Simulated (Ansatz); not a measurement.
Basis sets compared for the cluster TiS3⁻. The state is a doublet with charge -1. Geometry PBE0-D4/def2-SVPD. Ansatz on 4 threads of AMD EPYC 7R43 on a shared host; times are rough, and most runs start from earlier orbitals.

```xyz
4

Ti    0.009   -0.036    0.038
S     1.051   -1.241   -1.429
S     1.078    1.496    1.134
S    -2.138   -0.219    0.256
```

The structure comes from a short search, and lower isomers may exist.

```tsv
level	functions	energy (Eh)	HOMO (eV)	LUMO (eV)	wall time
PBE-D4/def2-SVPD	115	-2043.0700	-1.77	-1.12	2.3 s
PBE0-D4/def2-SVPD	115	-2043.1520	-2.88	-0.58	3.8 s
```

(1) Estimate the rows for PBE-D4/def2-TZVPD (with forces), PBE0-D4/def2-TZVPD.

Results:

(1) 
```json
{"level": "PBE-D4/def2-TZVPD (with forces)", "functions": "186", "energy (Eh)": "-2043.5724", "HOMO (eV)": "-1.72", "LUMO (eV)": "-1.06", "wall time": "4 s"}
{"level": "PBE0-D4/def2-TZVPD", "functions": "186", "energy (Eh)": "-2043.6510", "HOMO (eV)": "-2.81", "LUMO (eV)": "-0.51", "wall time": "7.5 s"}
```
